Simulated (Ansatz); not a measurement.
The cluster Be4O3. The state is a singlet with charge 0. Geometry PBE0-D4/def2-SVP.

```tsv
atom	x (Å)	y (Å)	z (Å)
Be1	0.057	0.581	1.288
Be2	-0.052	-0.588	-1.286
Be3	0.151	1.753	3.881
Be4	-0.161	-1.739	-3.887
O5	-0.107	-1.171	-2.586
O6	0.108	1.170	2.586
O7	0.003	-0.006	0.003
```

HSE06 is defined as in plane-wave codes, on full-range PBE exchange. The restricted singlet is unstable towards broken spin symmetry in Hartree–Fock (as tested in another run); at PBE-D4/def2-TZVP, r2SCAN-D4/def2-TZVP, HSE06-D4/def2-TZVP, ωB97X-V/def2-TZVP and others this wasn't settled. At PBE-D4/def2-TZVP, r2SCAN-D4/def2-TZVP, HSE06-D4/def2-TZVP an occupied level lies above an empty one. Another isomer (singlet) lies 2.99 eV lower at PBE0-D4/def2-TZVP; other spin states weren't run for this one.

(1) Estimate the orbital energies around the gap (eV) in Ansatz with PBE-D4/def2-TZVP, r2SCAN-D4/def2-TZVP, HSE06-D4/def2-TZVP, ωB97X-V/def2-TZVP, ωB97M-V/def2-TZVP.

Results:

(1) 
| orbital | PBE-D4/def2-TZVP | r2SCAN-D4/def2-TZVP | HSE06-D4/def2-TZVP | ωB97X-V/def2-TZVP | ωB97M-V/def2-TZVP |
| --- | --- | --- | --- | --- | --- |
| HOMO−5 | -8.53 | -8.84 | -9.71 | -12.78 | -12.71 |
| HOMO−4 | -8.15 | -8.46 | -9.31 | -12.32 | -12.24 |
| HOMO−3 | -8.15 | -8.46 | -9.31 | -12.32 | -12.24 |
| HOMO−2 | -7.58 | -7.89 | -8.72 | -11.64 | -11.57 |
| HOMO−1 | -7.58 | -7.89 | -8.72 | -11.64 | -11.57 |
| HOMO | -4.20 | -4.23 | -4.22 | -5.00 | -4.93 |
| LUMO | -4.20 | -4.24 | -4.22 | -3.55 | -3.47 |
| LUMO+1 | -1.12 | -0.59 | -0.79 | 0.89 | 0.37 |
| LUMO+2 | -0.70 | -0.34 | -0.29 | 1.92 | 1.51 |
| LUMO+3 | -0.70 | -0.34 | -0.29 | 1.92 | 1.71 |
| LUMO+4 | -0.62 | -0.27 | -0.22 | 1.98 | 1.71 |
| LUMO+5 | -0.62 | -0.27 | -0.22 | 1.98 | 1.76 |
